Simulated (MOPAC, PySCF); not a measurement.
C2H3N, SMILES `C=C=N`, neutral singlet in the gas phase. 

Cartesian coordinates (Å):
```xyz
6

C     -0.9727     0.0046     0.0333
C      0.3220    -0.0134    -0.1467
N      1.5048    -0.0423    -0.4456
H     -1.5123    -0.9176     0.2003
H     -1.5101     0.9431     0.0336
H      2.1684     0.0256     0.3251
```
Charge 0, spin multiplicity 1.

All levels are single points at this geometry (r2SCAN-D4/def2-TZVP); Pople sets use spherical d functions. Orbital energies aren't observables, and empty levels follow the basis.

B3LYP/6-31G* in PySCF gives gap (eV) = 6.39.

**Question.** Estimate the gap (eV) from each of these levels: PBE-D3(BJ)/def2-TZVP in PySCF; r2SCAN-D4/def2-TZVP in PySCF; B3LYP/6-311+G** in PySCF; BP86/6-31G* in PySCF; M06-2X/6-31G* in PySCF; PBE/6-31G* in PySCF; SVWN5/6-31G* in PySCF; HF/6-31G* in PySCF; HF/STO-3G in PySCF; AM1 in MOPAC; PM6 in MOPAC; PM7 in MOPAC.

**Answer.** 
```csv
level,gap (eV)
PBE-D3(BJ)/def2-TZVP in PySCF,4.52
r2SCAN-D4/def2-TZVP in PySCF,5.00
B3LYP/6-311+G** in PySCF,6.29
BP86/6-31G* in PySCF,4.52
M06-2X/6-31G* in PySCF,9.15
PBE/6-31G* in PySCF,4.51
SVWN5/6-31G* in PySCF,4.43
HF/6-31G* in PySCF,14.04
HF/STO-3G in PySCF,15.63
AM1 in MOPAC,10.46
PM6 in MOPAC,10.37
PM7 in MOPAC,10.41
```
